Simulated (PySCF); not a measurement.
Several structures and their simulated spectra, in scrambled order.

A. `CO/C(F)=C\OC(C)=O`
B. `COc1cnccp1`
C. `C[Si@@H]1C=CC=C1C1CC1`

Spectrum 1. $^{1}$H NMR (300 MHz, computed): δ 7.18 (m, 1H), 6.26 (d, 1H), 5.84 (m, 1H), 4.79 (m, 1H), 1.47 (m, 1H), 1.05 (m, 1H), 1.04 (m, 1H), 0.62 (m, 1H), 0.52 (m, 1H), 0.36 (d, 3H). $^{13}$C{$^{1}$H} NMR (computed): δ 164.5 (C), 156.0 (CH), 137.5 (CH), 130.7 (CH), 18.9 (CH2), 18.0 (CH2), 14.9 (CH), -6.7 (CH3).

Spectrum 2. $^{1}$H NMR (300 MHz, computed): δ 5.98 (m, 1H), 3.98 (s, 3H), 2.15 (s, 3H). $^{13}$C{$^{1}$H} NMR (computed): δ 172.0 (C), 168.6 (C), 109.7 (CH), 55.7 (CH3), 23.0 (CH3).

Spectrum 3. $^{1}$H NMR (300 MHz, computed): δ 9.08 (m, 1H), 9.07 (m, 1H), 8.66 (m, 1H), 4.17 (s, 3H). $^{13}$C{$^{1}$H} NMR (computed): δ 198.0 (C), 151.1 (CH), 150.2 (CH), 147.5 (CH), 59.9 (CH3).

Calculated, not measured (PySCF 2.14): NMR shieldings at PBE0/pcSseg-1/GIAO, geometry from GFN2-xTB. No solvent, single conformer, rapidly exchanging positions averaged, relativity neglected.

Referencing at the same level of theory: $^{1}$H (σ = 31.72 ppm), $^{13}$C (σ = 186.93 ppm) vs TMS. Splittings of carbon signals by F and P are missing where no couplings were computed. Where no couplings were computed, multiplicities follow the n + 1 count of equivalent neighbours, and m marks all less simple cases (inequivalent or close neighbours, rings, F or P nearby). Shifts are as computed. Against solution values, carbons near 30 ppm lie about +3 ppm off and those near 130 ppm about +5 ppm. Of 1211 compounds with measured shifts, 218 miss one by over three times the rms of a fit or turn the order of signals round; such compounds aren't used in these exercises.

Question: Which spectrum belongs to which compound?

Answer: 1–C, 2–A, 3–B.

- Spectrum 1 (C): 8 $^{13}$C signals; δC 164.5 is a fully substituted alkene carbon; δC 156.0 is an alkene CH.
- Spectrum 2 (A): 5 $^{13}$C signals; δC 172.0 is an ester carbonyl carbon; δC 168.6 is an alkene carbon bearing oxygen.
- Spectrum 3 (B): 5 $^{13}$C signals; δC 198.0 is an aromatic carbon bearing oxygen; δC 150.2 is an aromatic CH next to a ring nitrogen.
